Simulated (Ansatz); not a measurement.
Species: C3H8FGe, charge 0, multiplicity 2. It need not be the lowest isomer of its formula. 
Coordinates optimised at B3LYP-D3(BJ)/def2-TZVP (Ansatz, a first-principles code):
```
Ge
F 1 1.7727
C 1 1.9283 2 106.38
H 3 1.0836 1 122.21 2 -90.15
H 3 1.0836 4 115.55 1 -177.39
C 1 1.9513 2 104.84 3 -119.31
H 6 1.0895 1 109.93 2 -58.49
H 6 1.0896 7 108.78 1 -120.40
H 6 1.0906 7 108.89 8 -118.47
C 1 1.9515 2 104.75 6 -121.38
H 10 1.0896 1 109.91 2 58.43
H 10 1.0896 11 108.78 1 120.38
H 10 1.0906 11 108.91 12 118.47
```
Charge 0, spin multiplicity 2.

Parts of the frozen-core correlation energy in cc-pVQZ (Ansatz, hartree). Frozen orbitals: 18; correlated occupied orbitals by spin: 16 and 15; virtual: 494 and 495. Open shells are spin-unrestricted. Spin-orbit coupling is left out. Non-relativistic.

```json
[
 {"term": "reference (HF)", "value": "-2293.23054"},
 {"term": "MP2 opposite-spin", "value": "-0.72595"},
 {"term": "MP2 same-spin", "value": "-0.20744"},
 {"term": "CCSD correlation", "value": "-0.97379"},
 {"term": "(T)", "value": "-0.03625"},
 {"term": "T1 diagnostic", "value": "0.011"},
 {"term": "largest doubles amplitude", "value": "0.018"},
 {"term": "<S^2> of the reference", "value": "0.762"}
]
```
